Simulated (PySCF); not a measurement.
Dipole response of Al²⁺ (aluminium, charge +2)

[Ne] 3s1, 2S determinant. All numbers are calculated (PySCF 2.14, scalar relativity by spin-free X2C-1e, in ANO-RCC-VTZP (5s4p2d1f, 34 functions)). Coupled (time-dependent) response in atomic units; α is the mean over directions. The basis has no added diffuse functions, which lowers α and C₆.

```json
{"method": "UHF", "mean α (bohr³)": "15.22", "C₆ (like pair)": "42.61", "S(−4)": "264.1"}
{"method": "PBE", "mean α (bohr³)": "13.44", "C₆ (like pair)": "35.18", "S(−4)": "209.3"}
{"method": "PBE0", "mean α (bohr³)": "13.97", "C₆ (like pair)": "37.33", "S(−4)": "225.7"}
{"method": "wB97X", "mean α (bohr³)": "14.70", "C₆ (like pair)": "40.14", "S(−4)": "250.5"}
{"method": "TPSSh", "mean α (bohr³)": "14.62", "C₆ (like pair)": "40.05", "S(−4)": "245.7"}
```

S(−4) is the Cauchy moment in α(ω) = α(0) + S(−4) ω² + …

α(iu) at PBE0:

```csv
u (hartree),α(iu) (bohr³)
0,13.97
0.0500,13.43
0.100,12.03
0.200,8.524
0.300,5.773
0.500,2.912
0.750,1.554
1.00,0.9915
1.50,0.5503
2.00,0.3812
3.00,0.2438
5.00,0.1472
```

A single London oscillator, α(iu) = α/(1 + u²/ω²), gives C₆ = (3/4) ω α². Matching the computed C₆ needs ω = 4 × 37.33 / (3 × 13.97²) = 0.255 hartree.

For an ion, C₆ is the dispersion term alone; charge-induced terms of lower order in 1/R come first.
